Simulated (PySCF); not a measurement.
# One molecule, many functionals

Species: ClGeH₄P.
Z-matrix (Å and degrees, PBE0-D3(BJ)/def2-SVP geometry), rows numbered from 1:
```
P 
Ge  1  2.3124
Cl  2  2.1704  1  111.50
H   1  1.4281  2   93.04  3   -48.97
H   1  1.4281  2   93.08  3    44.81
H   2  1.5371  1  110.11  3   118.47
H   2  1.5369  1  110.32  3  -118.11
```

Linear-response calculations in the def2-SVPD basis (PySCF; singlets by full response, triplets Tamm–Dancoff, core orbitals frozen in the response; HF means time-dependent Hartree–Fock). 'Strongest' is the level of largest summed f among the singlets computed (10 roots, of which the last may lack a degenerate partner); it can jump between rows when another state enters that window. S1 is the lowest singlet of each run and needn't be the same state throughout; f(S1) is that of one state. The structure is a single PBE0-D3(BJ)/def2-SVP conformer in the gas phase; no vibrational or solvent corrections. Relativistic effects, spin–orbit coupling among them, are left out although an element past zinc is present.

```csv
functional,kind,S1 (eV),f(S1),strongest (eV),T1 (eV),HOMO (eV),gap (eV),"ionisation energy, ΔSCF (eV)"
LDA,LDA,5.37,0.085,6.34,4.63,-6.81,4.87,9.74
PBE,GGA,5.47,0.091,6.43,4.61,-6.72,4.98,9.60
B3LYP,"global hybrid, 20% exact exchange",5.82,0.115,5.82,4.85,-7.61,6.46,9.81
PBE0,"global hybrid, 25% exact exchange",6.01,0.119,6.01,4.93,-7.84,6.95,9.84
BHandHLYP,"global hybrid, 50% exact exchange",6.35,0.148,7.11,5.15,-8.81,8.76,9.88
CAM-B3LYP,range-separated hybrid,6.17,0.135,6.95,5.06,-9.08,9.11,9.96
wB97X-D,range-separated hybrid,6.27,0.147,7.12,5.20,-9.63,10.40,9.97
LC-wPBE,range-separated hybrid,6.60,0.176,6.60,5.24,-10.42,11.56,10.09
HF,Hartree–Fock,7.01,0.197,7.68,5.29,-10.35,12.22,not settled
```

S1 runs from 5.37 eV (LDA) to 7.01 eV (HF), a spread of 1.64 eV, while the orbital gap spreads over 7.3 eV. Along PBE (0%), B3LYP (20%), PBE0 (25%), BHandHLYP (50%), HF (100%) S1 rises with the share of exact exchange. −ε(HOMO) comes closest to its own ΔSCF ionisation energy with LC-wPBE (+0.34 eV) and misses most with LDA (-2.93 eV). 'Not settled' means that the ion's SCF failed to converge or may have ended in another state than the lowest.

Without π bonds the low states are Rydberg-like; a valence basis with one diffuse set may place them up to an eV too high.
